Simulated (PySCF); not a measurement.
## NMR parameters from quadrupole coupling constants

C4H4F2O2.
SMILES with atom numbers: `[CH3:1][C:2]([F:3])([F:4])[O:5][CH:6]=[C:7]=[O:8]` (hydrogens: H9, H10, H11 on C1; H12 on C6)

Cartesian coordinates in Å at the GFN2-xTB level; atoms count from 1:
```
atom  x, y, z in Å
C1    -1.930   -0.095    0.173
C2    -0.438   -0.190   -0.056
F3    -0.007   -1.481    0.120
F4    -0.140    0.055   -1.374
O5     0.226    0.652    0.752
C6     1.631    0.665    0.641
C7     2.354   -0.074   -0.148
O8     3.060   -0.696   -0.829
H9    -2.253    0.922   -0.030
H10   -2.143   -0.352    1.206
H11   -2.435   -0.787   -0.495
H12    2.076    1.382    1.308
```

Computed at PBE0/pcSseg-1 (PySCF, non-relativistic):

| atom | environment | nucleus | spin I | Q (b) | CQ = χzz (MHz) | η |
| --- | --- | --- | --- | --- | --- | --- |
| O5 | ether oxygen | 17O | 5/2 | -0.0256 | -12.186 | 0.828 |
| O8 | oxygen bonded to C | 17O | 5/2 | -0.0256 | 8.077 | 0.523 |

Task: Give the quadrupolar product PQ = |CQ|√(1 + η²/3), the quadrupolar frequency νQ = 3|CQ|/[2I(2I − 1)] and the Larmor frequency ν0 = |g| × 7.62259 MHz/T × B at 9.4 T, with g(17O) = −0.75752.

Result: 
```
atom  PQ (MHz)  νQ (MHz)  ν0 (MHz)  νQ/ν0
  O5     13.51     1.828     54.28  0.034
  O8     8.438     1.212     54.28  0.022
```

For O5: PQ = 12.19 × 1.1085, νQ = 12.19 × 0.1500, ν0 = 5.7742 MHz/T × 9.4 T.

Task: For half-integer spins with νQ below a tenth of ν0, find the second-order shift of the centre of gravity of the central transition at 9.4 and 14.1 T.

Result: From −(3/40)(PQ/ν0)²[I(I + 1) − 3/4]/[I(2I − 1)]², which goes as 1/B² (ppm):

| site | 9.4 T | 14.1 T |
| --- | --- | --- |
| 17O at O5 | -372 | -165 |
| 17O at O8 | -145 | -64.4 |

Task: In the extreme-narrowing limit, with isotropic tumbling and one correlation time, the quadrupolar linewidth goes as PQ². What relative widths follow for the 17O sites?

Result: O5 1, O8 0.39, with O5 as 1.

Task: Take a correlation time of 4 ps, isotropic tumbling and extreme narrowing. What quadrupolar relaxation rates and linewidths follow?

Result: 1/T1 = 1/T2 = (3π²/10)(2I + 3)/[I²(2I − 1)] × PQ² × τc; the width is 1/(πT2).

```tsv
site	spin factor (2I + 3)/[I²(2I − 1)]	1/T1 (s⁻¹)	T1 (ms)	linewidth (Hz)
17O at O5	0.320	691	1.45	220
17O at O8	0.320	270	3.71	85.9
```

The structure is a single GFN2-xTB conformer in the gas phase; no vibrational or solvent corrections. GFN2-xTB bond lengths can be off by several hundredths of an ångström, more for odd bonds, and the gradients follow them. The basis is small and wasn't made for field gradients, so the couplings can be 20 % off.
